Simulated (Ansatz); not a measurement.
Geometry optimisation, Ansatz 0.2.0, UKS PBE/def2-SVP.

Input file:

```yaml
crystal:
  periodic: [false, false, false]
  atoms:
    - { symbol: Zr, position_ang: [-0.011069, -0.132384, -0.49354] }
    - { symbol: Cl, position_ang: [-0.00387, 0.011014, 3.207972] }
    - { symbol: F, position_ang: [1.848412, 0.115309, -0.869582] }
    - { symbol: O, position_ang: [-1.180872, 1.362109, -0.726296] }
    - { symbol: H, position_ang: [-1.801535, 2.084472, -0.896026] }
    - { symbol: F, position_ang: [-0.748463, -1.891976, -0.619281] }
    - { symbol: F, position_ang: [-0.075904, -0.016744, 4.817153] }
magnetization:
  spin_polarized: true
  initial_magnetization: 1
basis:
  gaussian: { orbitals: def2-SVP }
hamiltonian:
  xc: pbe
relax:
  f_tol: 0.03
  max_steps: 50
```

Launched with:

```bash
$ ansatz run input.yaml --threads 4 --pin off --max-ram 5120MiB --backend cpu --events-out ev --progress --plain --runs-dir out
```

Question: Where does it end, and by what steps?

Answer: It converged. The force dipped under the threshold on the way, but the program's further checks kept it going. After 34 steps the energy has fallen by 4.342 eV; F7 moved furthest, 2.50 Å. Parted: Cl2–F7 (1.61 → 2.38 Å). Joined: Zr1–Cl2 (3.70 → 2.73 Å), Zr1–F7 (5.31 → 2.03 Å).

```
step  energy less start (eV)  largest force component (eV/Å)  accepted
   0                  0.0000                           3.787       yes
   2                 -0.8394                           4.254       yes
   4                 -2.2796                           1.019       yes
   6                 -2.4344                           0.394       yes
   8                 -2.4961                           0.369       yes
  10                 -2.6017                           0.198       yes
  12                 -2.7155                           0.254       yes
  14                 -2.9234                           0.580       yes
  16                 -3.3992                           1.161       yes
  18                 -4.1293                           0.765       yes
  20                 -4.2813                           0.292       yes
  22                 -4.2893                           0.030       yes
  24                 -4.3037                           0.284       yes
  26                 -4.2962                           0.971        no
  28                 -4.3394                           0.072       yes
  30                 -4.3324                           0.316        no
  32                 -4.3420                           0.040       yes
  34                 -4.3423                           0.017       yes
```

```xyz
7
Properties=species:S:1:pos:R:3
Zr -0.193 -0.187 0.510
Cl 1.164 1.000 2.559
F 1.471 -0.389 -0.419
O -1.127 1.372 -0.065
H -1.615 2.120 -0.435
F -1.198 -1.664 -0.176
F -0.476 -0.720 2.448
```

Whether the end is a true minimum wasn't checked by a vibrational analysis.

Run time: 34 s on 4 threads of AMD EPYC 9R45 96-Core Processor (Zen 5), on a shared host, peak memory 0.25 GiB.
